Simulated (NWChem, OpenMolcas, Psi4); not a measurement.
**How methods differ on C2HClFIn (SMILES C#[C][In]([F])[Cl])**

C2HClFIn has 6 atoms, charge 0, and is taken as a singlet. As SMILES, `C#[C][In]([F])[Cl]`. Geometry: relaxed at PBE0-D4/def2-TZVP.

Each level gives the HOMO–LUMO gap (eV). The values are calculated.

| level | kind | program | value (eV) |
| --- | --- | --- | --- |
| HF/def2-SVP (core potential) | Hartree–Fock | NWChem | 12.60 |
| BP86/def2-SVP (density fitting, core potential) | GGA | Psi4 | 4.89 |
| M06-L/def2-SVP (core potential) | meta-GGA | OpenMolcas | 5.47 |
| TPSS/def2-SVP (core potential) | meta-GGA | OpenMolcas | 5.07 |
| r2SCAN/def2-SVP (core potential) | meta-GGA | OpenMolcas | 5.46 |
| B3LYP/def2-SVP (core potential) | global hybrid | OpenMolcas | 6.47 |
| M06-2X/def2-SVP (core potential) | hybrid meta-GGA | OpenMolcas | 8.82 |
| B2PLYP/def2-SVP (core potential) | double hybrid | OpenMolcas | 9.03 |

The values span 4.89 to 12.60 eV. Orbital gaps aren't excitation energies, and those of double hybrids come from the SCF part alone; they tend to grow with the share of exact exchange.
